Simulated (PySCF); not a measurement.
## GaF3: umbrella curve

Computed with r2SCAN in PySCF with Ga def2-TZVP, F def2-TZVP; no relativity; density-fitted integrals.

Rigid scan from the singlet minimum (Ga–F 1.725 Å (×3); F–Ga–F 120.0° (×3)). Coordinate: angle between each bond and the threefold axis, bonds fixed. Energies in kJ/mol from the minimum.

Q: Predict the curve at 55, 60, 65, 70, 75, 80, 85, 90.

A: 
```json
{"angle of the bonds to the threefold axis (°)": "55", "E (kJ/mol)": "276.6", "dipole size (D)": "5.96"}
{"angle of the bonds to the threefold axis (°)": "60", "E (kJ/mol)": "192.8", "dipole size (D)": "5.29"}
{"angle of the bonds to the threefold axis (°)": "65", "E (kJ/mol)": "129.5", "dipole size (D)": "4.54"}
{"angle of the bonds to the threefold axis (°)": "70", "E (kJ/mol)": "81.1", "dipole size (D)": "3.72"}
{"angle of the bonds to the threefold axis (°)": "75", "E (kJ/mol)": "44.9", "dipole size (D)": "2.84"}
{"angle of the bonds to the threefold axis (°)": "80", "E (kJ/mol)": "19.9", "dipole size (D)": "1.92"}
{"angle of the bonds to the threefold axis (°)": "85", "E (kJ/mol)": "4.9", "dipole size (D)": "0.96"}
{"angle of the bonds to the threefold axis (°)": "90", "E (kJ/mol)": "0.0", "dipole size (D)": "0.00"}
```

The scan took about 3 core-minutes on a shared host.
